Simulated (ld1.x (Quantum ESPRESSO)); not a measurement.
The numbers below are computed, except where a source is named.
## Potentials for P (Z = 15) compared

Generated with ld1.x 7.5 (TM, RRKJ, ultrasoft, PAW), atompaw 4.2 or ONCVPSP 4.0.1. The cutoff is in Ry: for ld1.x and atompaw files where the sum of valence levels is converged to 10 mRy in a Bessel basis, for ONCV files where the hardest occupied wave has 1 mHa per electron of residual kinetic energy. The error is the largest all-electron minus pseudo excitation energy over each file’s own four to seven test configurations (ionisations up to +4, promotions, holes and added fractions of an electron), all of which were solved. The labels leave out finer settings (local radius, basis sizes, second energies), which also bear on the numbers. Spin-polarised tests are not counted. The rows are a selection from randomly drawn settings: files with unsolved tests, undetermined cutoffs or missed reference levels are left out.

```csv
potential,cutoff (Ry),largest error (meV),bound ghosts
"TM, BLYP, scalar-relativistic, rc 1.35/1.80/1.55 (spd), local s, core correction yes, reference 3s2 3p1.5",35,+122,none
"TM, PBEsol, scalar-relativistic, rc 1.70/1.75/1.70 (spd), local s, core correction no, reference 3s1 3p4",18,+81,none
"ultrasoft, revPBE, fully relativistic, rc 1.65/1.90/1.70 (spd), local smoothed, core correction yes, reference 3s2 3p3",15,+15,none
"PAW, LDA (PZ), scalar-relativistic, rc 1.50/2.05 (sp), local smoothed, core correction yes, reference 3s2 3p3",15,-48,none
"RRKJ, LDA (PZ), scalar-relativistic, rc 1.50/1.55/1.30 (spd), local s, core correction no, reference 3s1.75 3p3.25",30,+501,none
"RRKJ, PBE, scalar-relativistic, rc 1.50/1.80/1.60 (spd), local s, core correction no, reference 3s2 3p3",35,+71,none
```

Question: Fill in the row for P: PAW, revPBE, scalar-relativistic, rc 1.45/1.45/1.25 (spd), local smoothed, core correction yes, reference 3s2 3p0.

Answer: cutoff 18 Ry, largest error -28 meV, bound ghosts: none.
